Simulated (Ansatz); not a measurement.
CH₃BrF (SMILES [Br-].CF) (charge -1), closed shell: a relaxation.

in.yaml

```yaml
crystal:
  periodic: [false, false, false]
  atoms:
    - {symbol: Br, position_ang: [-0.275044, -0.107905, -2.860622]}
    - {symbol: C, position_ang: [0.048342, 0.018330, 0.503110]}
    - {symbol: F, position_ang: [0.185565, 0.086475, 1.923023]}
    - {symbol: H, position_ang: [1.014588, 0.274369, 0.034792]}
    - {symbol: H, position_ang: [-0.726422, 0.735445, 0.180689]}
    - {symbol: H, position_ang: [-0.247030, -1.006713, 0.219008]}
basis:
  gaussian: {orbitals: def2-TZVPD}
total_charge: -1
hamiltonian: {xc: pbe0, dispersion: d4}
relax: {f_tol: 0.005, max_steps: 200}
```

Launched with

```bash
ansatz run in.yaml --threads 4 --pin off --events-out ev --progress --plain --max-ram 9574MiB
```

The run's output (Ansatz 0.2.0):

```
Functional definition: PBE0
  name "PBE0"
  cite "Adamo & Barone, J. Chem. Phys. 110, 6158 (1999) doi:10.1063/1.478522"
  cite "Perdew, Burke & Ernzerhof, Phys. Rev. Lett. 77, 3865 (1996) doi:10.1103/PhysRevLett.77.3865"
  parent pbe
  parameter a = 0.25
  parameter kappa = 0.804
  parameter beta = 0.06672455060314922
  exchange = (1 - a)*pbe_x(kappa = kappa, mu = beta*pi^2/3) + a*exact_x
  correlation = pbe_c(beta = beta)
996 factors; their error is unknown
mean field evaluation 1: about -73838.5631 eV, gradient 3.4e1 eV
mean field evaluation 2: about -73837.2850 eV, gradient 4.9e1 eV
mean field evaluation 4: about -73840.6625 eV, gradient 7.6e-1 eV
mean field evaluation 8: about -73840.9858 eV, gradient 7.5e-2 eV
mean field -73840.98584764 eV, -2713.6061786828 hartree, gradient 2.7e-5 eV, S^2 0.000000; 0 other end points of the search recorded, 0 dependent functions left out
the calculation of the forces begins
reference -73840.98589279 eV, -2713.6061803420 hartree; 27, 27 occupied and 134, 134 virtual orbitals, 996 factors
relax step   1: F+E_penalty+E_count = -73841.04165293 eV  Δ(F+E_penalty+E_count) = +0.000e0 eV  max|allowed force component| = 6.847e-1 eV/Å  Δτ_max = 0.0000 Å  (26 SCF iters, accepted)
these checks for a lower state are left out or cut short: starts, cluster_reference, orbital_swaps, neighbouring_geometries, increment
996 factors; their error is unknown
mean field evaluation 16: about -73840.6771 eV, gradient 1.5e0 eV
mean field -73841.00388702 eV, -2713.6068416180 hartree, gradient 2.2e-5 eV, S^2 0.000000; 0 other end points of the search recorded, 0 dependent functions left out
the calculation of the forces begins
reference -73841.00393211 eV, -2713.6068432747 hartree; 27, 27 occupied and 134, 134 virtual orbitals, 996 factors
relax step   2: F+E_penalty+E_count = -73841.05966292 eV  Δ(F+E_penalty+E_count) = -1.801e-2 eV  max|allowed force component| = 3.069e-1 eV/Å  Δτ_max = 0.0126 Å  (30 SCF iters, accepted)
these checks for a lower state are left out or cut short: starts, cluster_reference, orbital_swaps, neighbouring_geometries, increment
996 factors; their error is unknown
mean field -73841.00652051 eV, -2713.6069383970 hartree, gradient 2.1e-5 eV, S^2 0.000000; 0 other end points of the search recorded, 0 dependent functions left out
the calculation of the forces begins
reference -73841.00656556 eV, -2713.6069400525 hartree; 27, 27 occupied and 134, 134 virtual orbitals, 996 factors
relax step   3: F+E_penalty+E_count = -73841.06222055 eV  Δ(F+E_penalty+E_count) = -2.558e-3 eV  max|allowed force component| = 1.018e-1 eV/Å  Δτ_max = 0.0065 Å  (30 SCF iters, accepted)
these checks for a lower state are left out or cut short: starts, cluster_reference, orbital_swaps, neighbouring_geometries, increment
996 factors; their error is unknown
mean field evaluation 32: about -73841.0065 eV, gradient 4.9e-1 eV
mean field -73841.00674673 eV, -2713.6069467104 hartree, gradient 2.1e-5 eV, S^2 0.000000; 0 other end points of the search recorded, 0 dependent functions left out
the calculation of the forces begins
reference -73841.00679178 eV, -2713.6069483659 hartree; 27, 27 occupied and 134, 134 virtual orbitals, 996 factors
relax step   4: F+E_penalty+E_count = -73841.06237819 eV  Δ(F+E_penalty+E_count) = -1.576e-4 eV  max|allowed force component| = 3.891e-2 eV/Å  Δτ_max = 0.0037 Å  (31 SCF iters, accepted)
these checks for a lower state are left out or cut short: starts, cluster_reference, orbital_swaps, neighbouring_geometries, increment
996 factors; their error is unknown
mean field -73841.00690734 eV, -2713.6069526127 hartree, gradient 2.1e-5 eV, S^2 0.000000; 0 other end points of the search recorded, 0 dependent functions left out
the calculation of the forces begins
reference -73841.00695239 eV, -2713.6069542682 hartree; 27, 27 occupied and 134, 134 virtual orbitals, 996 factors
relax step   5: F+E_penalty+E_count = -73841.06243101 eV  Δ(F+E_penalty+E_count) = -5.282e-5 eV  max|allowed force component| = 2.818e-3 eV/Å  Δτ_max = 0.0060 Å  (31 SCF iters, accepted)
996 factors; their error is unknown
mean field evaluation 64: about -73841.0069 eV, gradient 2.5e-5 eV
mean field -73841.00690734 eV, -2713.6069526127 hartree, gradient 2.1e-5 eV, S^2 0.000000; 1 other end points of the search recorded, 0 dependent functions left out
the calculation of the forces begins
reference -73841.00695239 eV, -2713.6069542683 hartree; 27, 27 occupied and 134, 134 virtual orbitals, 996 factors
Total energy: -73841.06247606 eV, -2713.6089947256 hartree
Atom 0 at    -0.276504    -0.113509    -2.873230 Å, force    -0.000173    -0.000449    -0.001629 eV/Å
Atom 1 at     0.049023     0.019893     0.509525 Å, force    -0.000302    -0.000588    -0.002818 eV/Å
Atom 2 at     0.183749     0.080829     1.906654 Å, force     0.000008     0.000040     0.000075 eV/Å
Atom 3 at     1.000348     0.273423     0.045456 Å, force     0.001804     0.000450     0.001502 eV/Å
Atom 4 at    -0.714021     0.727595     0.190849 Å, force    -0.001201     0.001382     0.002016 eV/Å
Atom 5 at    -0.242595    -0.988231     0.220746 Å, force    -0.000137    -0.000835     0.000855 eV/Å
Dipole moment:     0.070859     0.028387     0.736660 e Å
```

The lines “mean field evaluation” count trial sets of orbitals through the whole run, from several starts and some on an approximate energy, so they need not fall steadily or lie above the final value.

Hardware: 4 CPU threads of an Arm Neoverse V1, shared host. Wall time about 18 s.
